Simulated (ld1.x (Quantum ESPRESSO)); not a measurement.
## Ni: one change to an RRKJ potential, before and after

Ni (Z = 28), norm-conserving RRKJ (Kleinman–Bylander form), made with ld1.x (Quantum ESPRESSO) 7.5 (PW91, scalar-relativistic). Core [Ar], reference 3d8.5 4s1.5 4p0. Waves: 4p (bound, empty): rc 3.75 bohr; 3d (bound): rc 1.15 bohr; 4s (bound): rc 1.55 bohr. Local part: the s channel. Core correction: a·sin(br)/r model core inside 1.00 bohr. rho0 = 0.001.

All-electron outer shells of the reference configuration (PW91, scalar-relativistic, ld1.x):

```csv
shell,level (eV),outermost node (bohr),outermost maximum (bohr)
3s,-108.34,0.30,0.64
3p,-68.79,0.27,0.65
3d,-6.66,–,0.63
4s,-5.10,0.92,2.29
4p,-1.02,1.01,3.38
```

Change: all radii but the core radius scaled by about 1.16 (s 1.80, p 4.36, d 1.34 bohr).

Cutoffs: the cutoffs (Ry, on a coarse ladder) from which the occupation-weighted sum of valence levels, in a spherical-Bessel basis at the reference potential, stays within 10 and 1 mRy of its value at 400 Ry; they do not see the model core or the augmentation charge, which bear on the density cutoff. Errors are all-electron minus pseudo energies relative to the spin-unpolarised reference configuration.

**Question.** Predict the effect on cutoff, ghosts and configuration errors.

**Answer.** The potential gets softer (140 Ry and 200 Ry → 100 Ry and 160 Ry); of the 7 tests that both files solve, the error grows in 0 and shrinks in 1 by more than 15 % and 0.3 meV (median size 62.1 → 55.2 meV); neither file shows a bound ghost. A larger radius leaves more room for a smooth pseudo-wave, so fewer plane waves are needed.

```csv
quantity,base,changed
"cutoff, loose",140 Ry,100 Ry
"cutoff, tight",200 Ry,160 Ry
loose cutoff by channel (10 mRy a level),"d 120 Ry, s 21 Ry","d 90 Ry, s 8 Ry"
bound ghosts,none,none
"error for 3d8 4s2 4p0, meV [ΔE 1.19 eV]",-62,-66
"error for 3d8 4s1 4p0, meV [ΔE 10.58 eV]",-43,-48
"error for 3d8 4s0 4p0, meV [ΔE 27.99 eV]",-64,-67
"error for 3d8 4s1.5 4p0, meV [ΔE 4.94 eV]",-50,-55
"error for 3d9 4s1 4p0, meV [ΔE -0.42 eV]",-48,-50
"error for 3d8 4s0 4p1, meV [ΔE 16.29 eV]",-71,-50
"error for 3d7 4s2 4p1, meV [ΔE 11.78 eV]",-706,-721
```
